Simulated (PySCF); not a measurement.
C₂F₅, SMILES F[C](F)C(F)(F)F (connectivity only; charge and spin as stated), charge +1, multiplicity 1.

Geometry: PBE0-D3(BJ)/def2-SVP. The spin state was assumed, not searched. The isomer is the one that the SMILES or the coordinates give; other isomers of the formula were not compared.

Level of theory: M06-2X/def2-TZVP (PySCF).

Symmetry labels are those of the subgroup Cs that the program uses (full group Cs).

Computed valence orbital energies around the gap with their symmetry:
```tsv
orbital	symmetry	energy (eV)
HOMO−7	A"	-24.46
HOMO−6	A"	-24.30
HOMO−5	A'	-22.49
HOMO−4	A"	-22.48
HOMO−3	A'	-21.63
HOMO−2	A"	-21.59
HOMO−1	A"	-20.92
HOMO	A'	-20.35
LUMO	A'	-9.80
LUMO+1	A'	-4.39
LUMO+2	A"	-2.70
LUMO+3	A'	-1.09
```
